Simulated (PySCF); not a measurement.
# Two-component Hartree-Fock for Ga (gallium, neutral)

Start: [Ar] 3d10 4s2 4p1; 4p3/2 filled at m_j = +3/2. Calculated with PySCF 2.14 in x2c-SVPall-2c: generalised Hartree-Fock with the X2C-1e Hamiltonian and a Gaussian nucleus; one run each with spin-orbit coupling (SO) screened by Boettger's factors, then bare. This is a chosen level, not necessarily the ground level.

```
spinor shell  electrons  ε, screened SO (eV)  ε, bare SO (eV)  weight of nominal j (bare SO)  rms radius, bare SO (bohr)
       1s1/2          2             -10437.3         -10437.3                          1.000                      0.0561
       2s1/2          2              -1340.3          -1340.3                          1.000                       0.236
       2p1/2          2              -1181.7          -1183.0                          1.000                       0.209
       2p3/2          4              -1153.4          -1152.8                          1.000                       0.212
       3s1/2          2              -178.96          -178.96                          1.000                       0.699
       3p1/2          2              -125.71          -125.91                          1.000                       0.730
       3p3/2          4              -121.79          -121.70                          1.000                       0.741
       3d3/2          4              -31.993          -32.144                          0.998                       0.893
       3d5/2          6              -31.477          -31.382                          0.999                       0.904
       4s1/2          2              -11.752          -11.753                          0.999                        2.65
       4p3/2          1               -5.639           -5.638                          1.000                        3.61
```

```json
{"quantity": "E (hartree)", "screened SO": "-1941.88213", "bare SO": "-1941.88944"}
{"quantity": "M_J", "screened SO": "3/2", "bare SO": "3/2"}
{"quantity": "⟨J²⟩", "screened SO": "3.759", "bare SO": "3.759"}
{"quantity": "⟨L²⟩", "screened SO": "2.008", "bare SO": "2.009"}
{"quantity": "⟨S²⟩", "screened SO": "0.754", "bare SO": "0.755"}
```

Each row is a mean over spinors that exchange with the open shell spreads, by up to 1.654 eV (4s1/2).
